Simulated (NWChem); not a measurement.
System meant: BiF2 cation; SMILES [F][Bi+][F]

NWChem input:

```
start job
memory heap 200 mb stack 900 mb global 1100 mb
charge 1
geometry units angstroms noautoz
  Bi     0.000000     0.000000     0.194916
  F     -1.467612     0.000000    -1.125731
  F      1.467612     0.000000    -1.125731
end
basis spherical
  * library def2-svp
end
ecp
  Bi library def2-ecp
end
dft
  odft
  mult 2
  xc b3lyp
  iterations 150
  mulliken
end
task dft energy
```

End of the output:

```
 Summary of "ao basis" -> "" (spherical)
 ------------------------------------------------------------------------------
       Tag                 Description            Shells   Functions and Types
 ---------------- ------------------------------  ------  ---------------------
 *                          def2-svp                  on all atoms

                                 NWChem DFT Module
                                 -----------------

 Summary of "ao basis" -> "ao basis" (spherical)
 ------------------------------------------------------------------------------
       Tag                 Description            Shells   Functions and Types
 ---------------- ------------------------------  ------  ---------------------
 Bi                         def2-svp                10       26   4s4p2d
 F                          def2-svp                 6       14   3s2p1d

 Summary of "ao basis" -> "ao basis" (spherical)
 ------------------------------------------------------------------------------
       Tag                 Description            Shells   Functions and Types
 ---------------- ------------------------------  ------  ---------------------
 Bi                         def2-svp                10       26   4s4p2d
 F                          def2-svp                 6       14   3s2p1d

      Symmetry analysis of basis
      --------------------------

        a1         22
        a2          6
        b1         16
        b2         10

  number of electrons :                   40
  multiplicity        :                    2
 ------------------------------------------------------------------------
  no. of electrons and multiplicity not compatible                  40
 ------------------------------------------------------------------------
 ------------------------------------------------------------------------
  current input line :
    22: task dft energy
 ------------------------------------------------------------------------
 ------------------------------------------------------------------------
 There is an error in the input file
 ------------------------------------------------------------------------
 For more information see the NWChem manual at https://nwchemgit.github.io

0: no. of electrons and multiplicity not compatible:Received an Error in Communication
```

### Question
Can this run be used? If not, why, and what is the fix?

### Answer
The program refused the input. Cause: the multiplicity doesn't fit the number of electrons (an even count wants an odd multiplicity, and the reverse). This input runs:
```
start job
memory heap 200 mb stack 900 mb global 1100 mb
charge 1
geometry units angstroms noautoz
  Bi     0.000000     0.000000     0.194916
  F     -1.467612     0.000000    -1.125731
  F      1.467612     0.000000    -1.125731
end
basis spherical
  * library def2-svp
end
ecp
  Bi library def2-ecp
end
dft
  xc b3lyp
  iterations 150
  mulliken
end
task dft energy
```
It converges to -413.93964 Ha (B3LYP/def2-SVP with def2 effective core potentials on Bi).
